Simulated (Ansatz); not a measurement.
Mulliken charges of CCl₃NOSi (`O=C=N[Si](Cl)(Cl)Cl`) from r2SCAN/def2-TZVPP in Ansatz (PBE0-D4/def2-TZVP geometry).

| atom | x (Å) | y (Å) | z (Å) | charge (e) |
| --- | --- | --- | --- | --- |
| O1 | 0.553 | 2.450 | 1.713 | -0.194 |
| C2 | 0.243 | 1.592 | 0.999 | 0.311 |
| N3 | -0.109 | 0.734 | 0.242 | -0.281 |
| Si4 | -0.142 | -0.763 | -0.518 | 0.713 |
| Cl5 | -1.621 | -1.887 | 0.278 | -0.183 |
| Cl6 | 1.630 | -1.710 | -0.273 | -0.187 |
| Cl7 | -0.493 | -0.484 | -2.488 | -0.180 |

By hand: the dipole of these point charges (1 e Å = 4.8032 D).

Σ q r = (-0.022, 0.022, -0.011) e Å, of length 0.033 e Å = 0.16 D.

How does the dipole of the full density compare? (Best estimate.)

Ansatz gave: (-0.019, -0.068, -0.051) e Å, 0.42 D; the point charges give 0.38 times that, at 100° from its direction.

Point charges leave out the atoms' own dipoles, such as those of lone pairs, and Mulliken's split depends on the basis, so the two needn't agree.
